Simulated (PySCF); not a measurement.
Calculation: B3LYP-D3(BJ)/def2-TZVP // PBE-D3(BJ)/def2-SVP in PySCF. Isolated molecules, 0 K electronic values unless said otherwise. One relaxed conformer stands for a flexible species; it need not be the lowest. B3LYP has the VWN-RPA correlation part, as in Gaussian. 

Reference species: [Ni(H2O)2(NH3)4]2+ (near-degenerate triplet) (charge +2, multiplicity 3).

```
Item                                                              Value
------------------------------------------------------------  ---------
highest occupied spin orbital                                 -14.81 eV
spin population on the central atom (Mulliken)                     1.68
mean distance from the central atom to its bonded neighbours    2.144 Å
coordination number                                                   6
```

Changed species: [Ni(H2O)4(NH3)2]2+ (excited triplet) (2 of 6 H2O replaced by NH3, multiplicity 3; the reference has 4 of 6 H2O replaced by NH3, multiplicity 3).

Question: Predict the effect on the highest occupied spin orbital, spin population on the central atom (Mulliken), mean distance from the central atom to its bonded neighbours and coordination number.

Answer: the highest occupied spin orbital drops by 1.08 eV, to -15.89 eV; the spin population on the central atom (Mulliken) goes up by 0.04, to 1.72; the mean distance from the central atom to its bonded neighbours drops by 0.036 Å, to 2.108 Å; the coordination number is nearly the same.
